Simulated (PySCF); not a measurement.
## Excitation energy of Mo by level of theory

Mo [Kr] 4d5 5s1 (7S) → Mo [Kr] 4d5 5p1 (7P), as a difference of total energies. Calculation: PySCF 2.14, in def2-TZVPPD with the def2 core potential (28 electrons); a scalar-relativistic core potential. Correlated levels: valence and next inner shell: nothing frozen outside the core potential. The calculations carry no spin-orbit coupling.

```json
{"method": "UHF", "excitation energy (eV)": "2.923"}
{"method": "MP2 (valence and next inner shell)", "excitation energy (eV)": "3.359"}
{"method": "SCS-MP2 (valence and next inner shell)", "excitation energy (eV)": "3.186"}
{"method": "CCSD (valence and next inner shell)", "excitation energy (eV)": "3.274"}
{"method": "CCSD(T) (valence and next inner shell)", "excitation energy (eV)": "3.292"}
```

Task: How much does correlation contribute at CCSD(T) (valence and next inner shell)?

Result: 3.292 − (2.923) = 0.369 eV, measured against UHF.
